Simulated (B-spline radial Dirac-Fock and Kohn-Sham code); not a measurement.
# Energy-loss ionisation edge M1 of Co

System: the Co atom, configuration [Ar] 3d7 4s2. Model: the first Born approximation with generalised oscillator strengths from a Dirac-Hartree-Slater potential (longitudinal and transverse terms; continuum final states only, so no white lines or fine structure). Program: a radial atomic solver. The edge is taken at 101.0 eV (tabulated value).

Partial cross sections σ(β, Δ) in barn, integrated over a window Δ above the edge and up to the collection semi-angle β, for parallel illumination:

| E₀ (kV) | β (mrad) | Δ = 25 eV | Δ = 50 eV | Δ = 100 eV | Δ = 200 eV | Δ = 300 eV |
| --- | --- | --- | --- | --- | --- | --- |
| 60 | 5 | 2400 | 4040 | 6050 | 7650 | 8190 |
| 80 | 5 | 2200 | 3730 | 5650 | 7240 | 7810 |
| 80 | 10 | 2890 | 5000 | 7790 | 10300 | 11300 |
| 80 | 20 | ? | ? | ? | ? | ? |
| 80 | 50 | 4520 | 8000 | 13400 | 19300 | 21800 |
| 100 | 5 | 2040 | 3490 | 5320 | 6890 | 7460 |
| 120 | 5 | 1930 | 3300 | 5070 | 6600 | 7180 |
| 120 | 20 | 2850 | 5040 | 8200 | 11300 | 12600 |
| 120 | 50 | 3560 | 6320 | 10600 | 15600 | 17800 |
| 200 | 50 | 2700 | 4790 | 8080 | 11900 | 13800 |
| 200 | 100 | 2700 | 4800 | 8100 | 12000 | 13900 |
| 300 | 10 | 1760 | 3100 | 5010 | 6870 | 7650 |
| 300 | 20 | 2100 | 3710 | 6160 | 8720 | 9800 |
| 300 | 100 | 2250 | 4010 | 6750 | 9950 | 11600 |

Q: Give the row for 80 kV and 20 mrad.

A: 3480 b for 25 eV, 6120 b for 50 eV, 9860 b for 100 eV, 13400 b for 200 eV, 14900 b for 300 eV.

Values without a named source are computed, but for edge energies of neutral atoms, which are taken from tables.
